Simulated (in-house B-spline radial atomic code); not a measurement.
The numbers below are computed, except where a source is named.
C6 from the polarisability at imaginary frequency: Ca

OLYP linear response of the closed shell [Ar] 4s2, from a B-spline radial code for spherical atoms; non-relativistic, point nucleus, no spin-orbit coupling; shells from n = 2 respond.

The dispersion coefficient of two like species is C6 = (3/π) ∫ α(iu)² du from 0 to ∞.

```tsv
u (hartree)	α(iu) (bohr³)
0	176.1
0.03	163
0.07	123
0.12	78.57
0.2	41.11
0.3	22.46
0.45	12.18
0.7	6.529
1	4.057
1.5	2.329
2.5	1.077
5	0.341
```

(1) Fit one oscillator, α(iu) = α(0)/(1 + u²/ω²), through u = 0.12 and estimate C6.

(2) How does that compare with the full integral?

Results:

(1) From α(0)/α(iu) − 1 = 176.1/78.57 − 1 = 1.2413, ω = u/√1.2413 = 0.1077 hartree (2.9 eV). London's formula gives C6 = (3/4) α(0)² ω = 0.75 × 176.1² × 0.1077 = 2505 hartree·bohr⁶, and the oscillator holds f = α(0) ω² = 2.04 electrons, of a sum of oscillator strengths of 18.6.

(2) The program's quadrature over all excitations gives C6 = 2541, so the single oscillator is off by -1.4 %. At the last point the fit gives α = 0.0817 against 0.341: higher excitations, and deeper shells where there are any, keep the true curve higher at large u.
